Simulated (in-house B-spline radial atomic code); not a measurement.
**The promethium ion Pm⁶⁺: [Kr] 4d10 (4f5/2)2 (4f7/2)1 5s2 (5p1/2)2 (5p3/2)2 (an excited or competing configuration)**

All numbers are computed (Dirac-Hartree-Fock, average of the jj configuration; Fermi nucleus of rms radius 4.962 fm) with a B-spline radial code for spherical atoms, not measured.

Z_r = [3n² - l(l+1)]/(2<r>); Z_e = n√(-2ε); the last column is Slater's effective charge. Values are occupation-weighted means over j. An effective charge above Z reflects the relativistic contraction of the inner shells.

```json
{"shell": "1s", "electrons": "2", "ε (eV)": "-45534", "<r> (bohr)": "0.02318", "Z_r": "64.72", "Z_e": "57.85", "Slater": "60.70"}
{"shell": "2s", "electrons": "2", "ε (eV)": "-7589.1", "<r> (bohr)": "0.09836", "Z_r": "61.00", "Z_e": "47.24", "Slater": "56.85"}
{"shell": "2p", "electrons": "6", "ε (eV)": "-6798.1", "<r> (bohr)": "0.08686", "Z_r": "57.56", "Z_e": "44.71", "Slater": "56.85"}
{"shell": "3s", "electrons": "2", "ε (eV)": "-1772.7", "<r> (bohr)": "0.2591", "Z_r": "52.10", "Z_e": "34.24", "Slater": "49.75"}
{"shell": "3p", "electrons": "6", "ε (eV)": "-1516.7", "<r> (bohr)": "0.2574", "Z_r": "48.56", "Z_e": "31.67", "Slater": "49.75"}
{"shell": "3d", "electrons": "10", "ε (eV)": "-1156.4", "<r> (bohr)": "0.2357", "Z_r": "44.54", "Z_e": "27.66", "Slater": "39.85"}
{"shell": "4s", "electrons": "2", "ε (eV)": "-442.79", "<r> (bohr)": "0.59", "Z_r": "40.68", "Z_e": "22.82", "Slater": "33.25"}
{"shell": "4p", "electrons": "6", "ε (eV)": "-355.01", "<r> (bohr)": "0.6231", "Z_r": "36.91", "Z_e": "20.43", "Slater": "33.25"}
{"shell": "4d", "electrons": "10", "ε (eV)": "-225.59", "<r> (bohr)": "0.679", "Z_r": "30.93", "Z_e": "16.29", "Slater": "21.85"}
{"shell": "5s", "electrons": "2", "ε (eV)": "-123.43", "<r> (bohr)": "1.347", "Z_r": "27.83", "Z_e": "15.06", "Slater": "13.40"}
{"shell": "5p", "electrons": "4", "ε (eV)": "-99.317", "<r> (bohr)": "1.483", "Z_r": "24.62", "Z_e": "13.51", "Slater": "13.40"}
{"shell": "4f", "electrons": "3", "ε (eV)": "-94.486", "<r> (bohr)": "0.8254", "Z_r": "21.81", "Z_e": "10.54", "Slater": "14.30"}
```

The least bound orbital is 4f7/2 at -93.63 eV, while the most diffuse is 5p3/2 (<r> = 1.511 bohr against 0.8288 bohr): energy order and size order differ.

For the 1s electron the small component carries 5.13 % of the norm, the zero-frequency Breit interaction raises the level by 129.1 eV, self-energy by 76.28 eV, and vacuum polarisation lowers it by 11.89 eV.
